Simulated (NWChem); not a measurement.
Molecule: C₂H₂F₄; SMILES FC(F)C(F)F

```xyz
8

F      1.0923    -1.3566     0.0691
C      0.0000    -0.6847    -0.3297
F     -1.0923    -1.3567     0.0693
C      0.0000     0.6847     0.3297
F     -1.0923     1.3567    -0.0693
F      1.0923     1.3566    -0.0691
H     -0.0002    -0.5952    -1.4306
H     -0.0002     0.5952     1.4306
```
Atoms are numbered in this order, from 1.

Results from NWChem. Pople sets run with spherical d functions. Medium grid unless said otherwise, to which SCAN and Minnesota functionals are sensitive. The geometry was optimised at PBE0/def2-SVP. Hybrids' shares of exact exchange are those that their runs print; pure functionals count as 0. The functionals differ in more than this share.

```csv
row,share of exact exchange,orbital gap (eV)
PBE/6-31G*,0.00,8.88
MN15-L/6-31G*,0.00,10.46
B3LYP/6-31G*,0.20,11.50
PBE0/6-31G*,0.25,12.05
MN15/6-31G*,0.44,13.63
M06-2X/6-31G*,0.54,withheld
```

Problem. Fit a straight line of the last column on the one before it, predict the withheld value, and compare with the run.

Solution. 
1. Means of the 5 shown rows: x = 0.178, y = 11.304. Slope Σ(x − x̄)(y − ȳ)/Σ(x − x̄)² = 1.249/0.1377 = 9.073; intercept 9.689.
2. The shown rows scatter about the line by 0.502 (root mean square); the largest residual is -0.81, at PBE/6-31G*.
3. At x = 0.54 (M06-2X/6-31G*; beyond the shown range) the line gives 14.59.
4. The run gives 14.85, +0.26 from the line, 0.5 times the scatter.
